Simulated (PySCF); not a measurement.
PySCF input (HF/def2-TZVPD):

```python
from pyscf import gto, scf, dft

mol = gto.M(
    atom='''
    Si    0.07306154    0.14389238   -0.13186704
    O    -0.40198501   -1.22293485    1.06031273
    N    -1.23679699    1.10122124   -0.51362620
    N     1.11178217    0.90694479    0.94705023
    N     0.46816591   -0.90381849   -1.38544050
    H    -0.95305827   -1.95606207    0.74222206
    H    -1.49062761    1.93207328   -0.00302317
    H    -1.84748294    0.92808913   -1.29628097
    H     1.24629344    1.90660635    0.90403451
    H     1.91597813    0.45240022    1.35360866
    H     1.18176776   -1.61324241   -1.30719870
    H     0.34950567   -0.61643491   -2.34595979
    H    -0.61141539   -0.99487691    1.98034937
    ''',
    basis='def2-tzvpd',
    charge=1,
    spin=0,
    verbose=4,
)

mf = scf.RHF(mol).density_fit(auxbasis='def2-universal-jkfit')
mf.conv_tol = 1e-9
mf.max_cycle = 100
mf.max_memory = 1500
mf.kernel()
if not mf.converged:
    mf = mf.newton()
    mf.kernel(mf.make_rdm1())
mf.analyze()
```

End of the output:

```
Extra cycle  E= -531.844631807652  delta_E= -1.17e-11  |g|= 1.79e-06  |ddm|= 7.49e-06
converged SCF energy = -531.844631807652
**** SCF Summaries ****
Total Energy =                        -531.844631807651922
Nuclear Repulsion Energy =             272.514133822890585
One-electron Energy =                -1265.291552769893315
Two-electron Energy =                  460.932787139350808
Two-electron Coulomb Energy =          512.242306443057714
DFT Exchange-Correlation Energy =      -51.309519303706907
HOMO-LUMO gap [eV] =                    13.088412765281225
**** MO energy ****
MO #1   energy= -68.9998940220076  occ= 2
MO #2   energy= -20.8525126609515  occ= 2
MO #3   energy= -15.7091729714811  occ= 2
MO #4   energy= -15.7085387079336  occ= 2
MO #5   energy= -15.7085302001917  occ= 2
MO #6   energy= -6.34098482360951  occ= 2
MO #7   energy= -4.44973087447414  occ= 2
MO #8   energy= -4.44843040983366  occ= 2
MO #9   energy= -4.44810370094608  occ= 2
MO #10  energy= -1.64531898388815  occ= 2
MO #11  energy= -1.33927536213578  occ= 2
MO #12  energy= -1.30360856142387  occ= 2
MO #13  energy= -1.29696942751468  occ= 2
MO #14  energy= -1.01067432703501  occ= 2
MO #15  energy= -0.969259015496813 occ= 2
MO #16  energy= -0.868216330017898 occ= 2
MO #17  energy= -0.847681719110864 occ= 2
MO #18  energy= -0.81972313766029  occ= 2
MO #19  energy= -0.811884683454925 occ= 2
MO #20  energy= -0.811242496619541 occ= 2
MO #21  energy= -0.768998755700155 occ= 2
MO #22  energy= -0.754894834666792 occ= 2
MO #23  energy= -0.631352660590879 occ= 2
MO #24  energy= -0.588447469524316 occ= 2
MO #25  energy= -0.579535688887699 occ= 2
MO #26  energy= -0.0985453874138447 occ= 0
MO #27  energy= -0.0546918315379332 occ= 0
MO #28  energy= -0.0453140877642615 occ= 0
MO #29  energy= -0.0401595465988919 occ= 0
MO #30  energy= -0.0140332074925037 occ= 0
MO #31  energy= -0.00239572483781957 occ= 0
MO #32  energy= 0.000767020430906711 occ= 0
MO #33  energy= 0.000804652683358204 occ= 0
MO #34  energy= 0.0209289868853248 occ= 0
MO #35  energy= 0.0346737080119123 occ= 0
MO #36  energy= 0.0467329518270262 occ= 0
MO #37  energy= 0.0487414242757583 occ= 0
MO #38  energy= 0.0524510714037822 occ= 0
MO #39  energy= 0.0601643708080688 occ= 0
MO #40  energy= 0.0731034459948607 occ= 0
MO #41  energy= 0.0814142025146255 occ= 0
MO #42  energy= 0.093843255259681  occ= 0
MO #43  energy= 0.0994676014599745 occ= 0
MO #44  energy= 0.104175357187682  occ= 0
MO #45  energy= 0.105984727728205  occ= 0
MO #46  energy= 0.130986499750062  occ= 0
MO #47  energy= 0.149901036478071  occ= 0
MO #48  energy= 0.156838955843233  occ= 0
MO #49  energy= 0.15715827722826   occ= 0
MO #50  energy= 0.168622100488143  occ= 0
MO #51  energy= 0.168783107814956  occ= 0
MO #52  energy= 0.186725349698657  occ= 0
MO #53  energy= 0.189400924443354  occ= 0
MO #54  energy= 0.198727522156931  occ= 0
MO #55  energy= 0.199280324919505  occ= 0
MO #56  energy= 0.204696206857422  occ= 0
MO #57  energy= 0.206738498908792  occ= 0
MO #58  energy= 0.214981013399442  occ= 0
MO #59  energy= 0.217507181970593  occ= 0
MO #60  energy= 0.229533797340778  occ= 0
MO #61  energy= 0.236710921267698  occ= 0
MO #62  energy= 0.242852417623183  occ= 0
MO #63  energy= 0.246921540915355  occ= 0
MO #64  energy= 0.251504398275127  occ= 0
MO #65  energy= 0.278119317384172  occ= 0
MO #66  energy= 0.279968161417429  occ= 0
MO #67  energy= 0.285365323379336  occ= 0
MO #68  energy= 0.28831190754243   occ= 0
MO #69  energy= 0.292471795290384  occ= 0
MO #70  energy= 0.297880559727243  occ= 0
MO #71  energy= 0.305902836900689  occ= 0
MO #72  energy= 0.313604310886068  occ= 0
MO #73  energy= 0.323012787692147  occ= 0
MO #74  energy= 0.324467065186708  occ= 0
MO #75  energy= 0.334859317577978  occ= 0
MO #76  energy= 0.346324764747164  occ= 0
MO #77  energy= 0.354781969842079  occ= 0
MO #78  energy= 0.375135029391327  occ= 0
MO #79  energy= 0.381110269757125  occ= 0
MO #80  energy= 0.386816937718123  occ= 0
MO #81  energy= 0.40756223320646   occ= 0
MO #82  energy= 0.409814212341226  occ= 0
MO #83  energy= 0.439372557409115  occ= 0
MO #84  energy= 0.454744310536557  occ= 0
MO #85  energy= 0.482226174890748  occ= 0
MO #86  energy= 0.493162936425068  occ= 0
MO #87  energy= 0.49839221040954   occ= 0
MO #88  energy= 0.503172421287847  occ= 0
MO #89  energy= 0.50532736369906   occ= 0
MO #90  energy= 0.520328072600253  occ= 0
MO #91  energy= 0.521700009013483  occ= 0
MO #92  energy= 0.556969582282005  occ= 0
MO #93  energy= 0.561898138619476  occ= 0
MO #94  energy= 0.586450964090491  occ= 0
MO #95  energy= 0.61389755713397   occ= 0
MO #96  energy= 0.614205828337694  occ= 0
MO #97  energy= 0.625130829877465  occ= 0
MO #98  energy= 0.635209374824203  occ= 0
MO #99  energy= 0.635992825406397  occ= 0
MO #100 energy= 0.674556882834714  occ= 0
MO #101 energy= 0.679501328992472  occ= 0
MO #102 energy= 0.698542893557584  occ= 0
MO #103 energy= 0.706509768869687  occ= 0
MO #104 energy= 0.723633694146902  occ= 0
MO #105 energy= 0.750334925656123  occ= 0
MO #106 energy= 0.754502045435893  occ= 0
MO #107 energy= 0.764721362829813  occ= 0
[...]
```

It need not be the lowest isomer of its formula.
